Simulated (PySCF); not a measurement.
**Polarisability and C₆ of Rh (rhodium, neutral)**

[Kr] 4d8 5s1, high-spin 4F determinant. All numbers are calculated (PySCF 2.14, a scalar-relativistic core potential, in aug-cc-pVTZ-PP with one added diffuse shell each of s, p, d, f, g type with ECP28MDF (7s7p6d4f3g, 113 functions)). Coupled (time-dependent) response in atomic units; α is the mean over directions.

| method | mean α (bohr³) | C₆ (like pair) | S(−4) |
| --- | --- | --- | --- |
| UHF | 89.70 | 816.7 | 7200 |
| PBE | 53.97 | 482.2 | 1809 |
| PBE0 | 58.19 | 514.9 | 2304 |

S(−4) is the Cauchy moment in α(ω) = α(0) + S(−4) ω² + …

Reference α: 66 ± 10 bohr³ (recommended; Schwerdtfeger and Nagle, table of static dipole polarizabilities (2023 update)). Published C₆: 708.0 (Gould and Bucko (2016)).

Spin-orbit coupling is absent.

Hartree-Fock lies above the reference because it lacks correlation, which contracts the outer shell.

α(iu) at PBE0:

```
u (hartree)  α(iu) (bohr³)
          0          58.19
     0.0500          53.10
      0.100          42.97
      0.200          27.14
      0.300          18.86
      0.500          11.40
      0.750          7.470
       1.00          5.436
       1.50          3.336
       2.00          2.275
       3.00          1.249
       5.00         0.5313
```

A single London oscillator, α(iu) = α/(1 + u²/ω²), gives C₆ = (3/4) ω α². Matching the computed C₆ needs ω = 4 × 514.9 / (3 × 58.19²) = 0.203 hartree.

Energies and moments cover only the electrons outside the core potential.
